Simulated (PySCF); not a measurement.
Compound: [WO3(OMe)]-, CH₃O₄W (charge -1 and singlet state).
Bonds: W1–O2, W1–O3, W1–O4, W1–O5, O5–C6. Hydrogens: H7, H8, H9 on C6.

Computed by this run: PBE0-D3(BJ)/def2-SVP geometry optimisation, gas phase, def2 core potentials past Kr (PySCF 2.14.0); density fitting, grid level 1; the optimiser is geomeTRIC in internal coordinates, started from a GFN2-xTB structure with every atom displaced at random (about 0.03 Å).

Step 3: E = -11089.0592 eV
```
atom  x, y, z in Å  |  force x, y, z in eV/Å
W1      0.4841    0.8222    1.0997   -0.462   0.241  -0.106
O2      0.3910    0.7399    2.8415    0.045  -0.031   0.033
O3      2.1413    0.8239    0.5582    0.177   0.010  -0.032
O4     -0.3193    2.2659    0.5085    0.172  -0.264   0.105
O5     -0.4093   -0.7248    0.3252    0.074   0.094  -0.038
C6     -0.5129   -0.9445   -1.0411   -0.004  -0.043   0.089
H7     -1.0700   -0.1365   -1.5565   -0.003   0.002  -0.013
H8     -1.0514   -1.8935   -1.2314   -0.002  -0.003  -0.013
H9      0.4791   -1.0222   -1.5298    0.004  -0.005  -0.025
```

Step 4: E = -11089.0620 eV
```
atom  x, y, z in Å  |  force x, y, z in eV/Å
W1      0.4801    0.8284    1.0994   -0.101  -0.089   0.067
O2      0.3937    0.7319    2.8412    0.004  -0.007   0.042
O3      2.1398    0.8336    0.5610    0.124   0.015  -0.043
O4     -0.3154    2.2705    0.5199   -0.044   0.093  -0.030
O5     -0.4077   -0.7156    0.3207    0.031   0.030  -0.080
C6     -0.5127   -0.9472   -1.0429   -0.017  -0.037   0.068
H7     -1.0658   -0.1413   -1.5664    0.000   0.000  -0.008
H8     -1.0572   -1.8945   -1.2252    0.000  -0.003  -0.009
H9      0.4779   -1.0353   -1.5334    0.004  -0.002  -0.007
```

Step 5: E = -11089.0635 eV
```
atom  x, y, z in Å  |  force x, y, z in eV/Å
W1      0.4785    0.8349    1.1020    0.075  -0.077   0.017
O2      0.3969    0.7218    2.8435   -0.013   0.004   0.005
O3      2.1412    0.8477    0.5630   -0.037   0.007   0.005
O4     -0.3152    2.2838    0.5359   -0.044   0.059  -0.010
O5     -0.4058   -0.7061    0.3133    0.025   0.033  -0.058
C6     -0.5133   -0.9522   -1.0464   -0.011  -0.024   0.039
H7     -1.0585   -0.1475   -1.5806    0.002  -0.001   0.000
H8     -1.0673   -1.8960   -1.2194    0.002  -0.001   0.000
H9      0.4761   -1.0559   -1.5368    0.003   0.000   0.001
```

Task: Estimate the geometry and energy of step 6. (The exact step hangs on the optimiser's Hessian estimate; all steps are aligned on step 5, rigid shifts and turns removed.)

Result: E = -11089.0648 eV, largest force 0.106 eV/Å
```
atom  x, y, z in Å  |  force x, y, z in eV/Å
W1      0.4786    0.8464    1.1050    0.104  -0.012   0.015
O2      0.4010    0.7015    2.8445   -0.016   0.006  -0.014
O3      2.1412    0.8754    0.5653   -0.059   0.003   0.013
O4     -0.3178    2.3065    0.5692   -0.029   0.010  -0.003
O5     -0.3993   -0.6858    0.2978   -0.002   0.001  -0.014
C6     -0.5135   -0.9611   -1.0530   -0.008  -0.005  -0.015
H7     -1.0406   -0.1577   -1.6077    0.004  -0.003   0.007
H8     -1.0896   -1.8955   -1.2047    0.006  -0.001   0.004
H9      0.4727   -1.0990   -1.5420    0.002   0.002   0.007
```

The energy changes by -0.0014 eV. The first-order estimate −F·Δx gives -0.0020 eV and the mean of the old and new forces, exact on a quadratic surface, -0.0011 eV. The step makes an angle of 82° with the force vector and moves no atom by more than 0.044 Å.

The cost below is that of the whole optimisation. On one thread of an Arm Neoverse V1, shared host, this took 1.7 min wall and 0.47 GiB of memory at its peak.
